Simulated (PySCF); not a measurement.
dichlorosilane (H₂Cl₂Si), SMILES [SiH2](Cl)Cl.

The structure is a stationary point at B3LYP-D3(BJ)/def2-TZVP.

All values below come from TDA-CAM-B3LYP/def2-SVPD in PySCF.

Vertical excitations. Gas-phase values at a fixed geometry. State labels are in the subgroup C2v.

Problem. List the lowest excited states. (The exact figures need the calculation; the answer reports its results.)

Solution. 
| state | symmetry | energy (eV) | λ (nm) | f | main pairs |
|---|---|---|---|---|---|
| S1 | B2 | 7.58 | 164 | 0.015 | HOMO→LUMO 93 % |
| S2 | A2 | 7.79 | 159 | 0.000 | HOMO→LUMO+1 90 % |
| S3 | B1 | 8.06 | 154 | 0.032 | HOMO−1→LUMO 77 %, HOMO−3→LUMO+1 17 % |
| S4 | A2 | 8.24 | 150 | 0.000 | HOMO−2→LUMO 88 % |
| S5 | A1 | 8.33 | 149 | 0.053 | HOMO−1→LUMO+1 67 %, HOMO−3→LUMO 25 % |
| S6 | A1 | 8.49 | 146 | 0.007 | HOMO−3→LUMO 70 %, HOMO−1→LUMO+1 24 % |
| S7 | B2 | 8.50 | 146 | 0.005 | HOMO→LUMO+2 91 % |
| S8 | B2 | 8.63 | 144 | 0.040 | HOMO−2→LUMO+1 89 % |
| S9 | B1 | 8.89 | 139 | 0.002 | HOMO−1→LUMO+2 79 % |
| S10 | B1 | 8.95 | 139 | 0.125 | HOMO−3→LUMO+1 57 %, HOMO−1→LUMO 12 %, HOMO−1→LUMO+2 11 % |
| T1 | B2 | 7.19 | 172 | 0 | HOMO→LUMO 89 % |
| T2 | A2 | 7.34 | 169 | 0 | HOMO→LUMO+1 80 % |
| T3 | B1 | 7.46 | 166 | 0 | HOMO−1→LUMO 86 % |
| T4 | A1 | 7.78 | 159 | 0 | HOMO−3→LUMO 54 %, HOMO−1→LUMO+1 35 % |
Triplets are in the Tamm–Dancoff approximation.
